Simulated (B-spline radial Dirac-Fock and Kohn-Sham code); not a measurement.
Level of theory: a relativistic independent-particle model: LDA orbitals of the hole state, radiative multipoles to third order, Auger rates from the Coulomb interaction with a continuum orbital, Dirac-Fock energies; a radial B-spline solver. Free neutral atoms.

Q: Order these holes by fluorescence yield, smallest first.
A. Ta M5 (3d5/2)
B. Ca L3 (2p3/2)
C. Ge M4 (3d3/2)
D. Sn K (1s)
E. Ce L3 (2p3/2)

A: C (1.30e-05), B (0.000238), A (0.0179), E (0.119), D (0.859).

Values without a named source are computed, but for edge energies of neutral atoms, which are taken from tables.
